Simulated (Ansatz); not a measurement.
Consider the hydrogenolysis of the Si–S bond: `O[SiH](S)I` + H₂ → `O[SiH2]I` + H₂S.

Isolated molecules relaxed with PBE0-D4/def2-TZVP in Ansatz; ΔE leaves out vibrations. CCSD(T)/CBS is the MP2 limit (def2-TZVPP, def2-QZVPP) plus CCSD(T) − MP2 in def2-TZVPP, frozen cores. This one scheme is used for every species. Functionals use def2-TZVPP. B3LYP here is the variant with VWN-RPA as its local correlation; programs differ in this. Elements past krypton have def2 core potentials. For I outer-core shells are correlated without core-valence functions, which leaves a few kJ/mol of doubt a bond. One conformer a species, not always the lowest.

Is it downhill or uphill in electronic energy at CCSD(T)/CBS, and by how much? (Best estimate.)

Ansatz gave: Uphill: ΔE = +46.4 kJ/mol.

What do these levels give: revPBE-D4, ωB97M-V, PBE0, B3LYP, r2SCANh, HF/CBS(def2)? (An estimate is asked.)

Ansatz gave: revPBE-D4 57.3, ωB97M-V 44.4, PBE0 41.3, B3LYP 31.7, r2SCANh 47.8, HF/CBS(def2) 15.4 kJ/mol.

What do rigid-rotor, harmonic-oscillator terms from PBE0-D4/def2-TZVP frequencies (298.15 K, 1 bar) make of the CCSD(T)/CBS value? (An estimate is asked.)

Computed: ΔZPE = +8.7 kJ/mol, ΔH = +51.6 kJ/mol, ΔS = 31 J/(mol·K), ΔG = +42.4 kJ/mol.

Largest T1 diagnostic among the species: 0.010.

The D4 term adds +13.0 kJ/mol with B3LYP and +6.9 kJ/mol with PBE0; it sums over pairs of atoms, weighted by their polarisabilities, and B3LYP, whose exchange is more repulsive, gets the larger term. From r2SCAN to r2SCAN0 (25 % exact exchange), in def2-TZVPP and without D4, ΔE moves by −4.0 kJ/mol.
